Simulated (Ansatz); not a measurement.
`O=COB(O)S` + `CCCCCCC` → `CCCCCCCC=O` + `OB(O)S`  (formal exchange of groups at a C–O bond)

Gas-phase electronic energies from Ansatz, PBE0-D4/def2-TZVP geometries. CCSD(T)/CBS is the MP2 limit (def2-TZVPP, def2-QZVPP) plus CCSD(T) − MP2 in def2-TZVPP, frozen cores. Each species was taken in one conformer, which may not be the lowest.

`O=COB(O)S`:

```xyz
9

O     0.290    1.980    0.643
C    -0.645    1.591   -0.002
O    -0.843    0.342   -0.417
B     0.055   -0.713   -0.138
O     1.184   -0.552    0.567
S    -0.461   -2.305   -0.821
H    -1.465    2.242   -0.331
H     1.277    0.376    0.843
H     0.608   -2.962   -0.346
```

`CCCCCCC`:

```xyz
23

C    -0.335    2.523   -2.109
C     0.110    2.665   -0.662
C    -0.335    1.520    0.239
C     0.272    0.170   -0.111
C    -0.135   -0.934    0.849
C     0.469   -2.287    0.509
C     0.055   -3.383    1.476
H     0.104    1.644   -2.586
H    -0.043    3.395   -2.699
H    -1.423    2.427   -2.176
H     1.202    2.750   -0.621
H    -0.282    3.604   -0.258
H    -0.077    1.762    1.277
H    -1.429    1.441    0.210
H    -0.015   -0.118   -1.128
H     1.367    0.259   -0.119
H    -1.229   -1.019    0.861
H     0.154   -0.655    1.870
H     1.561   -2.200    0.497
H     0.177   -2.566   -0.510
H    -1.032   -3.512    1.482
H     0.362   -3.143    2.498
H     0.502   -4.344    1.212
```

`CCCCCCCC=O`:

Z-matrix (Å, degrees):
```
C
C 1 1.519
H 1 1.094 2 111.1
H 1 1.092 2 111.6 3 120.2
H 1 1.094 2 111.1 3 -119.6
C 2 1.520 1 113.0 3 59.7
H 2 1.096 1 109.6 3 -62.3
H 2 1.096 1 109.7 3 -178.3
C 6 1.520 2 113.4 1 179.8
H 6 1.097 2 109.4 1 -57.8
H 6 1.097 2 109.3 1 57.7
C 9 1.520 6 112.9 2 -179.8
H 9 1.095 6 108.6 2 -57.2
H 9 1.098 6 109.2 2 58.2
C 12 1.523 9 115.0 6 -176.2
H 12 1.096 9 108.7 6 -54.4
H 12 1.097 9 109.3 6 60.8
C 15 1.526 12 114.7 9 -66.1
H 15 1.094 12 108.9 9 172.4
H 15 1.098 12 109.6 9 57.0
C 18 1.500 15 114.6 12 77.3
H 18 1.093 15 112.3 12 -47.6
H 18 1.099 15 108.7 12 -165.9
O 21 1.200 18 125.2 15 -140.0
H 21 1.115 18 114.5 15 42.0
```

`OB(O)S`:

Cartesian coordinates in Å:
```
O -0.377 0.620 -0.960
B 0.284 -0.086 0.002
O 1.596 -0.383 -0.177
S -0.449 -0.693 1.564
H -1.299 0.798 -0.776
H 1.930 -0.041 -1.011
H -1.685 -0.215 1.359
```

```csv
species,CCSD(T)/CBS(def2) energy (Eh)
`O=COB(O)S`,-688.08139
`CCCCCCC`,-276.02392
`CCCCCCCC=O`,-389.23254
`OB(O)S`,-574.86140
```

Task: Work out ΔE.

Result: ΔE = (-389.23254) + (-574.86140) − (-688.08139) − (-276.02392) = 0.01137 Eh = +29.9 kJ/mol.

Largest T1 diagnostic among the species: 0.015.

In def2-TZVPP, CCSD(T) changes the Hartree–Fock value by −4.2 kJ/mol (the triples alone add +2.0 kJ/mol) and MP2 by −5.3 kJ/mol. From BLYP to BHLYP (50 % exact exchange), in def2-TZVPP and without D4, ΔE moves by −3.9 kJ/mol.
